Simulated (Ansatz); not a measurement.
CH$_{3}$Cl$_{2}$FMoO$_{2}$ (`C[O][Mo](=[O])([F])([Cl])[Cl]`), relaxed with RKS PBE-D4/def2-SVP in the Gaussian-basis code of Ansatz from a rough embedded geometry. The force threshold is 0.03 eV/Å; the program also tests the step.

The species carries charge 0 and has multiplicity 1. Mo: def2 effective core potential.

Start:

```xyz
10

C    -0.755    1.533   -0.679
O    -0.492    0.089   -0.750
Mo    0.482   -0.918    0.813
O     0.375   -1.310   -0.842
F     0.370   -3.116    0.890
Cl    2.798   -2.277    0.242
Cl   -0.517    0.607    2.321
H    -0.327    1.815    0.319
H    -0.136    1.909   -1.548
H    -1.799    1.666   -0.765
```

(1) By how much does the energy fall, and how many steps does the optimiser take? (Estimate.)

(2) Which bonds change most? (Best estimate.)

(3) Give the relaxed structure. (Estimate.)

Results:

(1) Computed: 807.52 kJ/mol, in 12 steps.

(2) The calculation gave: Mo3–Cl6 from 2.745 to 2.273 Å; Mo3–F5 from 2.201 to 1.857 Å; O2–Mo3 from 2.099 to 1.834 Å; Mo3–Cl7 from 2.367 to 2.428 Å.

(3) Ansatz gave: 
```xyz
10

C    -0.688    1.481   -0.544
O    -0.225    0.155   -0.750
Mo    0.454   -1.266    0.190
O     0.472   -2.333   -1.130
F    -0.567   -2.454    1.188
Cl    2.715   -1.120    0.376
Cl    0.246    0.087    2.196
H    -0.652    1.739    0.535
H    -0.031    2.160   -1.126
H    -1.724    1.552   -0.934
```
